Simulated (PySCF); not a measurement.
Input of a response calculation (the driver script's job line, then coordinates in Å):

```
{"job": {"kind": "uv", "xc": "PBE0", "basis": "def2-SVPD", "nstates": 6, "ntriplets": 2}, "charge": 0, "multiplicity": 1}
C     -2.395330     0.270650    -0.379953
C     -1.137042     0.187917     0.044420
N     -0.370300    -0.881853    -0.361363
C      0.880751    -0.944396    -0.261055
C      1.809487     0.143404     0.267031
F      1.678531     1.302439    -0.403621
F      1.593338     0.429395     1.564743
F      3.093689    -0.221789     0.162993
H     -2.795988    -0.474649    -1.044738
H     -3.031611     1.089861    -0.097520
H     -0.715190     0.938074     0.707972
H      1.390864    -1.839739    -0.592549
```

Computed with TDDFT PBE0/def2-SVPD, vertical, gas phase, core orbitals frozen in the response in PySCF 2.14.0, density-fitted response routines. Job line and output are in the format of a driver script around the code.

Task: Give the output.

Result: 
```
coarse grid: 11144 points
cycle   1  E = -507.9743740811  dE =  1.264e+00  |g| = 8.795e-01  |ddm| = 5.553e+00
cycle   2  E = -507.7274449450  dE =  2.469e-01  |g| = 1.462e+00  |ddm| = 2.538e+00
cycle   3  E = -508.1157961861  dE = -3.884e-01  |g| = 1.558e-01  |ddm| = 1.732e+00
cycle   4  E = -508.1204625240  dE = -4.666e-03  |g| = 7.545e-02  |ddm| = 3.258e-01
cycle   5  E = -508.1217229489  dE = -1.260e-03  |g| = 1.468e-02  |ddm| = 1.588e-01
cycle   6  E = -508.1217694757  dE = -4.653e-05  |g| = 3.926e-03  |ddm| = 3.989e-02
cycle   7  E = -508.1217722951  dE = -2.819e-06  |g| = 1.743e-03  |ddm| = 9.762e-03
final grid: 112128 points
cycle   8  E = -508.1888311441  dE = -3.872e-05  |g| = 7.315e-03  |ddm| = 1.174e-01
cycle   9  E = -508.1888189364  dE =  1.221e-05  |g| = 1.066e-02  |ddm| = 3.372e-02
cycle  10  E = -508.1888430248  dE = -2.409e-05  |g| = 1.323e-03  |ddm| = 1.942e-02
cycle  11  E = -508.1888434368  dE = -4.120e-07  |g| = 3.587e-04  |ddm| = 2.120e-03
cycle  12  E = -508.1888434624  dE = -2.563e-08  |g| = 1.223e-04  |ddm| = 6.829e-04
cycle  13  E = -508.1888434651  dE = -2.737e-09  |g| = 3.191e-05  |ddm| = 2.519e-04
cycle  14  E = -508.1888434653  dE = -1.850e-10  |g| = 1.746e-05  |ddm| = 6.864e-05
converged SCF energy = -508.1888434653

Static polarisability (au): isotropic 63.926, principal 42.608 52.109 97.062

Singlet excitations
state   eV       nm        f      main configurations
  1   4.0259    308.0   0.01453   H->L 0.57, H-1->L 0.42
  2   5.5900    221.8   0.44909   H-1->L 0.56, H->L 0.39
  3   7.0137    176.8   0.06087   H->L+1 0.64, H-1->L+1 0.31
  4   7.4961    165.4   0.02161   H->L+2 0.93
  5   7.6021    163.1   0.06277   H-2->L 0.32, H-1->L+1 0.30, H-3->L 0.20
  6   7.7488    160.0   0.04673   H-3->L 0.76, H-1->L+1 0.11

Triplet excitations (Tamm-Dancoff, eV): 2.9661 3.5761
```

One conformer (not necessarily the lowest) at the GFN2-xTB geometry, without solvent, vibrations or thermal averaging.

The SCF starts on a coarse grid; the energy jumps when the final grid takes over, and dE counts afresh there. H and L stand for HOMO and LUMO.

The values belong to the conformer `[CH2:1]=[CH:2]/[N:3]=[CH:4]\[C:5]([F:6])([F:7])[F:8]`: C1–C2–N3–C4 165°, N3–C4–C5–F6 -56°.
